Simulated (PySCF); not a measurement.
Stationary points of ICl₂

Computed with PBE0/[I def2-TZVP with ECP28, Cl def2-TZVP], scalar-relativistic core potentials, density fitting, no spin–orbit coupling, PySCF.

Relaxations began from a few typed shapes; open shells are unrestricted. The search is not exhaustive: other isomers or separated fragments can lie lower, and high-lying points may rest on an excited occupation.

```tsv
spin	group	bonds	angles	imaginary modes (cm⁻¹)	ΔE (kJ/mol)	ΔE with ZPE (kJ/mol)
doublet	C2v	I–Cl 2.421 Å (×2)	Cl–I–Cl 151.1°	none	0.0	0.0
doublet	D∞h	I–Cl 2.430 Å (×2)	Cl–I–Cl 180.0°	102i	10.7	–
```

The lowest minimum found is the doublet C2v: I–Cl 2.421 Å (×2); Cl–I–Cl 151.1°.

For the lowest minimum: spin–orbit coupling, left out here, can matter for elements this heavy.

The electron or spin density has lower symmetry than the nuclear frame for the doublet D∞h at 10.7 kJ/mol.
